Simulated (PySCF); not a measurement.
Gas-phase reaction: GeI4 + 3 GeF4 → 4 GeF3 + 2 I2. Level: M06-2X/def2-TZVP†; standard pressure 1 bar.

Method: PySCF energies plus ideal-gas RRHO corrections (1 bar). † marks an energy on the PBE0/def2-TZVP geometry and frequencies. Open shells (unrestricted): GeF3 (multiplicity 2); the rest are closed-shell singlets. I: scalar-relativistic def2 core potential, no spin-orbit coupling. Ge: all electrons, no relativistic terms. GeF3: computed as isolated molecules; such fragments, hydroxides, amides, oligomers or adducts are transient or little studied in the gas. The harmonic model lacks anharmonicity and excited electronic states, which grow with temperature; levels with a mode under 35 cm⁻¹ are left out. Soft modes under 120 cm⁻¹ make the harmonic entropy rough for GeI4.

| T (K) | 1000/T (1/K) | log10 K |
|---|---|---|
| 600 | 1.6667 | -52.45 |
| 800 | 1.2500 | -34.58 |
| 1000 | 1.0000 | -23.92 |
| 1200 | 0.8333 | -16.85 |
| 1400 | 0.7143 | ? |
| 1600 | 0.6250 | -8.09 |

### Question
Fit log10 K = a + b·(1000/T) to the five rows, get the mean ΔH° and ΔS°, and predict log10 K at 1400 K.

### Answer
Means: 1000/T = 1.0750, log10 K = -27.178. Sums of products about the means: Sxy = -27.57902, Sxx = 0.647278, so b = Sxy/Sxx = -42.61 and a = -27.178 − (-42.61)×1.0750 = 18.63.
ΔH° = −R ln 10 × 1000 K × b = −19.145 × (-42.61) = 816 kJ; ΔS° = R ln 10 × a = 357 J/K. The run's own values go from 823 kJ and 367 J/K at 600 K to 800 kJ and 345 J/K at 1600 K.
Prediction at 1400 K: 18.63 + (-42.61)×0.7143 = -11.81. The computed value is -11.83, 0.02 from the line.
For scale, ΔH°(298 K) is 828 kJ at this level, 800 kJ at ωB97M-V/def2-TZVP†, and runs from 394 to 925 kJ over the 17 levels computed.
